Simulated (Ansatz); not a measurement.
CH6AlNSi can be A, `[AlH2][N]1C[SiH2]1`, or B, `N=[C]([AlH2])[SiH3]`.

Computed with Ansatz on PBE0-D4/def2-TZVP structures; ΔE is electronic, products minus reactants. CCSD(T)/CBS is the MP2 limit (def2-TZVPP, def2-QZVPP) plus CCSD(T) − MP2 in def2-TZVPP, frozen cores. Functionals use def2-TZVPP. B3LYP here is the variant with VWN-RPA as its local correlation; programs differ in this. Each species was taken in one conformer, which may not be the lowest.

(1) Which is lower in electronic energy at CCSD(T)/CBS, and by how much? (Estimate.)

(2) Give E(B) − E(A) in kJ/mol with ωB97M-V, CCSD(T)/def2-SVP, B3LYP, LDA (SPW92), CCSD/def2-TZVPP, HF/def2-TZVPP, BLYP-D4. (An estimate is asked.)

(3) Does the order hold for the free energy at 298.15 K (harmonic terms from PBE0-D4)? (Best estimate.)

Largest T1 diagnostic: 0.013.

Answers

(1) The calculation gave: A, by 120.6 kJ/mol.

(2) Ansatz gave: ωB97M-V 123.5, CCSD(T)/def2-SVP 102.8, B3LYP 113.4, LDA (SPW92) 143.4, CCSD/def2-TZVPP 118.6, HF/def2-TZVPP 106.9, BLYP-D4 103.8. None reverses the order clearly.

(3) The calculation gave: Yes: G(B) − G(A) = +106.4 kJ/mol, for one conformer each.

From PBE to PBE0 (25 % exact exchange), in def2-TZVPP and without D4, E(B) − E(A) moves by +9.7 kJ/mol. Leaving LDA and LC-ωPBE aside and taking each functional with its dispersion term where it has one, the values, not all of them listed here, spread over 33.1 kJ/mol, from BLYP-D4 to r2SCAN0-D4. LDA lies +25.6 kJ/mol from PBE without D4.
